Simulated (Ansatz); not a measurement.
Reaction (substitution at a C–Si bond): `F[SiH2]C[SiH2]Cl` + HCl → `ClC[SiH2]Cl` + `F[SiH3]`

Calculated with Ansatz (gas phase, PBE0-D4/def2-TZVP geometries, no zero-point term in ΔE). CCSD(T)/CBS adds triple-zeta CCSD(T) − MP2 to the extrapolated MP2 energy (def2 sets, frozen cores). This one scheme is used for every species. Functionals use def2-TZVPP. B3LYP here is the variant with VWN-RPA as its local correlation; programs differ in this. HSE06 is defined as in plane-wave codes. One conformer a species, not always the lowest.

```csv
level,ΔE (kJ/mol),difference from CCSD(T)/CBS
LDA (SPW92),90.7,2.2
PBE-D4,85.2,-3.3
revPBE-D4,83.8,-4.7
BLYP-D4,79.0,-9.5
r2SCAN-D4,90.0,1.5
B97M-V,92.7,4.2
PBE0-D4,89.1,0.6
B3LYP-D4,83.1,-5.4
r2SCANh-D4,90.9,2.4
r2SCAN0-D4,91.9,3.4
HSE06-D4,88.9,0.4
BHLYP-D4,86.1,-2.4
CAM-B3LYP-D4,85.7,-2.8
ωB97X-V,85.1,-3.4
B2PLYP,83.0,-5.5
PBE-QIDH,90.7,2.2
BLYP,73.8,-14.7
r2SCAN,89.1,0.6
PBE0,86.4,-2.1
B3LYP,78.7,-9.8
r2SCANh,89.8,1.3
r2SCAN0,90.8,2.3
HSE06,86.3,-2.2
BHLYP,81.8,-6.7
LC-ωPBE,91.2,2.7
RPA@PBE/def2-TZVPP,82.3,-6.2
HF/def2-SVP,80.4,-8.1
MP2/def2-SVP,90.8,2.3
CCSD/def2-SVP,86.3,-2.2
CCSD(T)/def2-SVP,86.0,-2.5
HF/def2-TZVPP,77.5,-11.0
MP2/def2-TZVPP,91.4,2.9
SCS-MP2/def2-TZVPP,84.9,-3.6
CCSD(T)/def2-TZVPP,89.5,1.0
HF/def2-QZVPP,77.5,-11.0
MP2/def2-QZVPP,90.8,2.3
SCS-MP2/def2-QZVPP,84.6,-3.9
HF/CBS(def2),77.5,-11.0
MP2/CBS(def2),90.4,1.9
CCSD/CBS(def2),88.5,0.0
CCSD(T)/CBS,88.5,0
```

Largest T1 diagnostic among the species: 0.011.

From BLYP to BHLYP (50 % exact exchange), in def2-TZVPP and without D4, ΔE moves by +8.0 kJ/mol. The D4 term adds +4.4 kJ/mol with B3LYP and +2.7 kJ/mol with PBE0; it sums over pairs of atoms, weighted by their polarisabilities, and B3LYP, whose exchange is more repulsive, gets the larger term. Leaving LDA and LC-ωPBE aside and taking each functional with its dispersion term where it has one, the values spread over 13.7 kJ/mol, from BLYP-D4 to B97M-V. LDA lies +8.4 kJ/mol from PBE without D4.
